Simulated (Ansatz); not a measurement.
One change: `C[C](=N)[SnH3]` becomes `CC(C)=N`.

Ansatz, PBE0-D4/def2-TZVP geometries, multiplicity 1. Each molecule was computed in one conformer, which needn't be the lowest.

Elements past krypton have def2 core potentials.

```json
{"property": "LUMO energy (PBE/def2-TZVPP) / eV", "`C[C](=N)[SnH3]`": "-1.60"}
{"property": "LUMO energy (PBE0/def2-TZVPP) / eV", "`C[C](=N)[SnH3]`": "-0.51"}
{"property": "HOMO–LUMO gap (B3LYP/def2-TZVPP) / eV", "`C[C](=N)[SnH3]`": "5.93"}
{"property": "HOMO energy (B3LYP/def2-TZVPP) / eV", "`C[C](=N)[SnH3]`": "-6.68"}
{"property": "size of the dipole moment (PBE/def2-TZVPP) / D", "`C[C](=N)[SnH3]`": "1.23"}
{"property": "LUMO energy (ωB97M-V/def2-TZVPP) / eV", "`C[C](=N)[SnH3]`": "1.42"}
```

Q: What does the change do to each property? (An estimate is asked.)

A: The calculation gave: 
```csv
property,`CC(C)=N`,shift
LUMO energy (PBE/def2-TZVPP) / eV,-0.90,0.70
LUMO energy (PBE0/def2-TZVPP) / eV,0.24,0.75
HOMO–LUMO gap (B3LYP/def2-TZVPP) / eV,7.12,1.19
HOMO energy (B3LYP/def2-TZVPP) / eV,-7.16,-0.48
size of the dipole moment (PBE/def2-TZVPP) / D,2.36,1.13
LUMO energy (ωB97M-V/def2-TZVPP) / eV,2.41,0.99
```

With PBE0 the HOMO falls by 0.52 eV and the LUMO rises by 0.75 eV, so the gap widens by about 1.27 eV. PBE moves the HOMO by -0.22 eV and ωB97M-V by -0.74 eV. Dipoles are sizes alone; their direction can turn.

B3LYP here is the variant with VWN-RPA as its local correlation; programs differ in this.
